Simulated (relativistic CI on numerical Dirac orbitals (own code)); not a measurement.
Nd²⁺ (4f4) in a crystal field

Calculated by Dirac-Coulomb-Breit CI, orbitals from a KLI potential per configuration, model QED, valence Slater integrals scaled by 0.75, one configuration in a parametric crystal field (own radial code).

Field parameters in Wybourne normalisation; cubic f-shell fields have B⁴₄ = √(5/14) B⁴₀ and B⁶₄ = −√(7/2) B⁶₀. The field is a parameter set, without covalency.

S is read from ⟨S²⟩ = S(S + 1).

Powder χT (cm³ K mol⁻¹) by Van Vleck's formula, with temperature-independent terms:

```csv
Field,2 K,5 K,10 K,20 K,50 K,100 K,200 K,300 K
"C2v, B20 = 10, B22 = 90, B40 = 270, B42 = -60, B44 = 20, B60 = 450, B62 = -170, B64 = -90, B66 = -110 cm⁻¹",0.0491,0.123,0.24,0.423,0.721,0.88,0.976,1.04
"C2v, B20 = -460, B22 = 210, B40 = -590, B42 = -40, B44 = -400, B60 = -230, B62 = -100, B64 = 240, B66 = 170 cm⁻¹",0.341,0.537,0.617,0.675,0.765,0.87,0.969,1.04
"D4h, B20 = 640, B40 = -320, B44 = -330, B60 = 230, B64 = -180 cm⁻¹",0.0483,0.121,0.241,0.452,0.748,0.892,0.982,1.05
"Oh, B40 = -1060, B60 = -370 cm⁻¹",0.0286,0.0714,0.143,0.276,0.516,0.708,0.892,0.997
"Oh, B40 = -1210, B60 = 490 cm⁻¹",0.0108,0.027,0.0541,0.108,0.27,0.522,0.816,0.96
"Oh, B40 = -1350, B60 = 140 cm⁻¹",0.023,0.0575,0.115,0.23,0.531,0.781,0.944,1.03
```

Problem. For C2v, B20 = 10, B22 = 90, B40 = 270, B42 = -60, B44 = 20, B60 = 450, B62 = -170, B64 = -90, B66 = -110 cm⁻¹: what effective moment follows at 300 K?

Solution. μ_eff = √(8χT) = 2.89 μB. The LS value g√(J(J + 1)) of the free ion's 5I_4 level is 2.68 μB. The ground level is a non-magnetic singlet, so χT starts at zero and rises through temperature-independent paramagnetism and the filling of excited levels.
